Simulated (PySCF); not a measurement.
SMILES [CH2]CCC(C)=O (C5H9O), doublet at its GFN2-xTB optimised geometry (Å):

```
15

C      0.7267     2.0474    -1.1865
C      0.2366     1.3431     0.0000
C      0.7238    -0.1449     0.0000
C      0.2181    -0.8197     1.2516
C     -1.0926    -1.5466     1.0900
O      0.8056    -0.7498     2.3023
H      1.7264     2.4359    -1.2106
H      0.1735     2.0179    -2.1055
H     -0.8554     1.3412     0.0269
H      0.6167     1.8027     0.9150
H      0.3540    -0.6430    -0.8954
H      1.8139    -0.1449     0.0000
H     -1.4824    -1.8448     2.0595
H     -1.8139    -0.9149     0.5770
H     -0.9309    -2.4359     0.4829
```

Computed with PySCF with unrestricted PBE0/def2-TZVP. Cells within 0.4 Å of a nucleus heavier than hydrogen are left out (blank, or x).

Map of the Laplacian of the electron density (e/bohr⁵), clipped to [-1.50, 1.50] on the plane z = 0.8 Å:

```
|8888888888888888888888888888888|
|8888888888888888888888888888888|
|8888888888888888888888888888888|
|8888888888888888888888888888888|
|8888888888888888888888888888888|
|8888888888888888888888888888888|
|8888888888888888999888888888888|
|8888888888888899999988888888888|
|8888888888888999989998888888888|
|8888888888889999607998888888888|
|8888888888899999758998888888888|
|8888888888899999999998888888888|
|8888888888899999999998888888888|
|8888888888889999999999888888888|
|8888888888889999999999988888888|
|8888888889999999999999988888888|
|8888888999999999679999988888888|
|8888888999999997259999988888888|
|8888889980689997679999888888888|
|8888889996258889999998888888888|
|88888889985xx899999988888888888|
|88888889998x7899999888888888888|
|8888888899954899988888888888888|
|8888888899975899888888888888888|
|8888888889999999888888888888888|
|8888888888999998888888888888888|
|8888888888888888888888888888888|
|8888888888888888888888888888888|
|8888888888888888888888888888888|
|8888888888888888888888888888888|
|8888888888888888888888888888888|
```
Scale: ten equal steps from -1.50 (start of '0') to 0.196 (end of '9'), in the order '0123456789'; x runs from -4.50 to 4.50, y from -4.50 (bottom) to 4.50 (top).
